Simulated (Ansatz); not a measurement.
`CN(C)B(F)F` + H₂Se → `FB(F)[SeH]` + `CNC` at 298.15 K and 1 bar (ligand exchange at a B–N bond).

Isolated molecules relaxed with PBE0-D4/def2-TZVP in Ansatz; ΔE leaves out vibrations. CCSD(T)/CBS is the MP2 limit (def2-TZVPP, def2-QZVPP) plus CCSD(T) − MP2 in def2-TZVPP, frozen cores. For Se outer-core shells are correlated without core-valence functions, which leaves a few kJ/mol of doubt a bond. Scalar relativity is left out up to krypton. One conformer a species, not always the lowest.

```
     species  CCSD(T)/CBS energy (Eh)  H − E (kJ/mol)  S (J/(mol·K))
`CN(C)B(F)F`               -358.96075           266.0          332.9
        H₂Se              -2401.89790            45.8          219.1
`FB(F)[SeH]`              -2625.82827            61.9          301.9
       `CNC`               -135.00321           256.9          271.4
```

H − E and S are ideal-gas, rigid-rotor, harmonic terms from PBE0-D4/def2-TZVP, for one conformer and one mirror image of each species. 1 Eh = 2625.50 kJ/mol, R = 8.31446 J/(mol·K).

Problem. By hand: ΔE, ΔH, ΔS and ΔG.

Solution. ΔE = (-2625.82827) + (-135.00321) − (-358.96075) − (-2401.89790) = 0.02717 Eh = 71.3 kJ/mol. Δ(H − E) = 61.9 + 256.9 − 266.0 − 45.8 = 7.0, so ΔH = 78.3 kJ/mol. ΔS = 301.9 + 271.4 − 332.9 − 219.1 = 21.3 J/(mol·K). ΔG = 78.3 − 298.15 × (21.3)/1000 = 71.9 kJ/mol.

Problem. By hand: the equilibrium constant, and the temperature at which ΔG would vanish if ΔH and ΔS stayed fixed.

Solution. log₁₀ K = −ΔG/(RT ln 10) = -12.6. ΔG = 0 at ΔH/ΔS = 3676 K, far beyond where these terms or the molecules hold.

ΔH outweighs TΔS. A doubt of 5 kJ/mol in ΔE shifts log₁₀ K by 0.9 here. Other conformers and mirror images would add mixing entropy, several J/(mol·K) or more a flexible species. These are equilibria of isolated gas molecules and say nothing of rates. Largest T1 diagnostic: 0.012 (customary marks: 0.02 for closed shells, 0.045 for open ones).
